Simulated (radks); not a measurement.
Question: Ionisation of neutral bromine, [Ar] 3d10 4s2 4p5, to [Ar] 3d10 4s2 4p4 as the strength of local exchange is varied. Method: scalar-relativistic Kohn-Sham, Slater X-alpha exchange (alpha = 2/3 is LDA exchange), no correlation, spin-polarised, spherical densities, finite nucleus; open shells are filled with parallel spins first; Fermi nuclear charge, rms radius 4.1629 fm; computed with a radial shooting solver on a logarithmic mesh with Libxc functionals.

| alpha | E(Br) (hartree) | exchange (hartree) | IE (eV) | -e of the level emptied (eV) | <r> of it (bohr) |
|---|---|---|---|---|---|
| 0.601 | -2591.51640 | -76.85683 | 9.987 | 5.737 (4p) | 2.183 |
| 0.667 | -2599.97938 | -85.57135 | 10.644 | 6.341 (4p) | 2.146 |
| 0.759 | -2611.82159 | -97.80884 | 11.592 | 7.223 (4p) | 2.097 |
| 1.024 | -2646.22661 | -133.64183 | 14.539 | 10.017 (4p) | 1.974 |
| 1.05 | -2649.62569 | -137.20408 | 14.844 | 10.311 (4p) | 1.963 |
| x | -2642.96222 | -130.22442 | 14.248 | 9.738 (4p) | 1.984 |

Which alpha was used in the last row?

Answer: alpha = 0.999. NIST Atomic Spectra Database: 11.814 eV (measured). The Delta-SCF value meets it near alpha = 0.78. Open shells are spherical and high-spin; term and fine-structure splittings are not resolved.
